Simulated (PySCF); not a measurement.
SiFHI₂, SMILES [SiH](I)(F)I. Atoms are numbered in the order given.

```xyz
5

Si     0.4502    -0.9393     0.0000
F     -0.4785    -2.2610     0.0000
I     -0.0365     0.3289    -2.0052
I     -0.0365     0.3289     2.0052
H      1.8684    -1.3626     0.0000
```
Charge 0, spin multiplicity 1.

Geometry optimised at PBE0-D3(BJ)/def2-SVP. The def2 effective core potentials stand for the cores of I; spin–orbit coupling is left out.

The numbers are results of r2SCAN/def2-TZVP (PySCF), not measurements.

The molecule is in vacuum.

Computed frontier levels, gap, dipole moment and polarisability:
```json
{
 "highest_occupied_level": "-7.09 eV",
 "lowest_empty_level": "-2.05 eV",
 "orbital_gap": "5.04 eV",
 "dipole_moment": "0.98 D",
 "quadrupole, principal values (traceless, Buckingham form, about the centre of nuclear charge)": "-5.26, 2.10, 3.16 D·Å",
 "mean_static_polarisability": "86.3 bohr³ (12.79 Å³)",
 "polarisability_principal_values": "64.0, 77.3, 117.7 bohr³"
}
```
